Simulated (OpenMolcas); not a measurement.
Ho3+ with its 6 nearest chloride ions at 2.646 Å, on the Y site of Cs2NaYCl6 (a = 10.7396 Å, distance in the model lattice 2.619 Å). The rest of the host is ab initio model potentials to 7.6 Å, with orthogonalisation functions on the cations behind the ligands, and point charges beyond; the distance is set by hand and nothing relaxes. Ligand basis ANO-RCC-VDZP.

```
Program             : OpenMolcas 26.06
Method              : CASSCF
Basis               : ANO-RCC-VDZP [7s6p4d2f1g]
Scalar Hamiltonian  : DKH2, point nucleus
Active space        : 10 electrons in 7 orbitals (4f)
State averaging     : 2S+1 = 5 even, 35 roots (30 in the spin-orbit step); 2S+1 = 3 even, 106 roots kept (CI in the orbitals of an earlier block); 2S+1 = 1 even, 31 roots kept (CI in the orbitals of an earlier block)
Spin-orbit coupling : state interaction with AMFI integrals over the reference wave functions
```

Question: What is the spin-free ground state (labels of O, the rotations of Oh)?

Answer: 5A2, 1-fold in its orbital part, 100 % from free-ion I terms; it has the highest spin that f10 allows.

Question: Where is the first state of the same spin?

Answer: 5T2 at 59.8 cm-1 above the ground state.

Question: What are the lowest two levels with spin-orbit coupling?

Answer: A 2-fold level E, then a 3-fold level T1 6.9 cm-1 above it. Their leading multiplicities are 5 (94 %) and 5 (94 %).

Question: What is χT at 300 K, and how does it compare with the textbook value?

Answer: Hund's rules give f10 the level 5I8 with g = 1.250, so an isolated free-ion multiplet has χT = g² J(J+1) / 8 = 14.062 cm3 K/mol. The computed 13.846 at 300 K differs by -2 %, through the field's splitting, the mixing of terms and any other multiplet in reach.

High states are left out of the spin-orbit mixing, which shifts the levels that they would mix with. Without dynamic correlation the ligand-field splitting of an f shell can come out too small, at times by half. The first state left out of the spin-orbit step lies near 46000 cm-1 above the lowest spin-free state of the reference (among the parities and spins computed), and the lists stop at four fifths of that energy or lower. No measured value stands beside these numbers; the geometry was set by hand and not optimised.
